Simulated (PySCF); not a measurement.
Input for PySCF: D3(BJ) and D4 dispersion corrections on H5PSn (SMILES [PH2][SnH3]), a point of a torsion scan.

```python
from pyscf import gto
from pyscf.dispersion import dftd3, dftd4

mol = gto.M(
    atom='''
    P     1.57181807   -0.56529714    0.27403639
    Sn   -0.83287777    0.04756414    0.14581645
    H     1.99880294    0.74488458    0.39385512
    H     1.73913279   -0.55088105   -1.09941337
    H    -1.17892407    1.68964730    0.23247661
    H    -1.59311023   -0.49052983   -1.24860051
    H    -1.68474539   -0.64215242    1.40533885
    ''',
    basis='def2-svp',
    charge=0, spin=0, verbose=0, max_memory=1800)
d3, d4 = {}, {}
for xc in ['hf', 'pbe', 'blyp', 'revpbe', 'tpss', 'r2scan', 'b3lyp', 'pbe0', 'bhlyp', 'camb3lyp', 'b2plyp']:
    d3[xc] = float(dftd3.DFTD3Dispersion(mol, xc=xc, version='d3bj', atm=False).get_dispersion()['energy'])
    print(f'D3(BJ) {xc:10s} {d3[xc]:14.8f} Eh')
for xc in ['hf', 'pbe', 'blyp', 'revpbe', 'tpss', 'r2scan', 'b3lyp', 'pbe0', 'bhlyp', 'camb3lyp', 'b2plyp']:
    d4[xc] = float(dftd4.DFTD4Dispersion(mol, xc={'camb3lyp': 'cam-b3lyp'}.get(xc, xc), atm=True).get_dispersion()['energy'])
    print(f'D4     {xc:10s} {d4[xc]:14.8f} Eh')
```

Output:

```
D3(BJ) hf            -0.04305187 Eh
D3(BJ) pbe           -0.00483091 Eh
D3(BJ) blyp          -0.01113647 Eh
D3(BJ) revpbe        -0.01138177 Eh
D3(BJ) tpss          -0.00632665 Eh
D3(BJ) r2scan        -0.00132095 Eh
D3(BJ) b3lyp         -0.00933990 Eh
D3(BJ) pbe0          -0.00443662 Eh
D3(BJ) bhlyp         -0.00830957 Eh
D3(BJ) camb3lyp      -0.00447243 Eh
D3(BJ) b2plyp        -0.00487349 Eh
D4     hf            -0.01587334 Eh
D4     pbe           -0.00477805 Eh
D4     blyp          -0.01027727 Eh
D4     revpbe        -0.01265896 Eh
D4     tpss          -0.00638033 Eh
D4     r2scan        -0.00106856 Eh
D4     b3lyp         -0.00781530 Eh
D4     pbe0          -0.00404238 Eh
D4     bhlyp         -0.00689850 Eh
D4     camb3lyp      -0.00417526 Eh
D4     b2plyp        -0.00328138 Eh
```

The run finished.

Cost: very roughly 0.020 core-seconds.
